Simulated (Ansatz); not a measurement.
`O/C=N/[AsH2]` at its PBE0-D4/def2-TZVP geometry, where that method's forces vanish. Charge 0, multiplicity 1.

```xyz
8

O     1.3317   -1.4590   -1.0212
C     0.5782   -0.8582   -0.0952
N    -0.0176    0.2297   -0.3146
As   -1.0164    0.8889    1.1252
H     1.2996   -0.8988   -1.8110
H     0.5723   -1.4448    0.8294
H    -2.2466    1.2237    0.2888
H    -0.5013    2.3184    0.9986
```

Task: What forces (eV/Å) does B3LYP-D4/def2-TZVPP give on these atoms in Ansatz 0.2.0? (Estimate.)

Result: The calculation gave: 
```
O1   0.193 -0.157 -0.233
C2  -0.111  0.006  0.265
N3   0.089 -0.047 -0.148
As4 -0.176  0.114  0.255
H5   0.035 -0.020 -0.056
H6   0.001  0.039 -0.062
H7  -0.041  0.015 -0.020
H8   0.010  0.048  0.000
```

B3LYP here is the variant with VWN-RPA as its local correlation; programs differ in this.
